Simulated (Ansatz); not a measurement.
Ge2Se3⁻, 5 atoms. Hardware: 4 threads of Arm Neoverse V1 on a shared host.

Correlated methods freeze 45 core orbitals; core or outer-core shells of Ge, Se are correlated, in sets that lack core-valence functions.

Q: How many basis functions does each of these Ansatz runs have, and roughly what does it cost? PBE-QIDH/def2-TZVPD, charge -1 doublet, energy, from earlier orbitals; LDA (SPW92)/def2-TZVPD, charge -1 doublet, energy, from earlier orbitals; PBE0-D4/def2-SVP, charge -1 doublet, energy with a search over starts; r2SCAN-D4/def2-SVPD, charge -1 doublet, relaxation, 4 steps; PBE0-D4/def2-TZVPD, charge -1 doublet, energy, from earlier orbitals; PBE-D4/def2-TZVPD, charge -1 doublet, energy and forces, from earlier orbitals; r2SCAN-D4/def2-TZVPD, charge -1 doublet, energy, from earlier orbitals; MP2/def2-TZVPD, charge -1 doublet, energy, from earlier orbitals; RPA@PBE/def2-TZVPD, charge -1 doublet, energy, from earlier orbitals.

A: Other jobs shared the machine, so times can vary by a factor of up to 3. A dash marks memory too small to be measured apart from the calling script's.

| run | functions | fitting or Cholesky vectors | wall time | peak host memory (GiB) |
| --- | --- | --- | --- | --- |
| LDA (SPW92)/def2-TZVPD, charge -1 doublet, energy, from earlier orbitals | 279 | 2015 | 6.5 s | 0.71 |
| PBE-D4/def2-TZVPD, charge -1 doublet, energy and forces, from earlier orbitals | 279 | 2015 | 14 s | 0.73 |
| PBE0-D4/def2-SVP, charge -1 doublet, energy with a search over starts | 160 | 1553 | 20 s | 0.9 |
| RPA@PBE/def2-TZVPD, charge -1 doublet, energy, from earlier orbitals | 279 | 1789 | 21 s | 1.1 |
| r2SCAN-D4/def2-TZVPD, charge -1 doublet, energy, from earlier orbitals | 279 | 2015 | 27 s | 0.85 |
| PBE0-D4/def2-TZVPD, charge -1 doublet, energy, from earlier orbitals | 279 | 1789 | 29 s | 1.5 |
| MP2/def2-TZVPD, charge -1 doublet, energy, from earlier orbitals | 279 | 1789 | 35 s | 1.5 |
| PBE-QIDH/def2-TZVPD, charge -1 doublet, energy, from earlier orbitals | 279 | 1789 | 39 s | 1.5 |
| r2SCAN-D4/def2-SVPD, charge -1 doublet, relaxation, 4 steps | 199 | 2171 | 40 s | – |
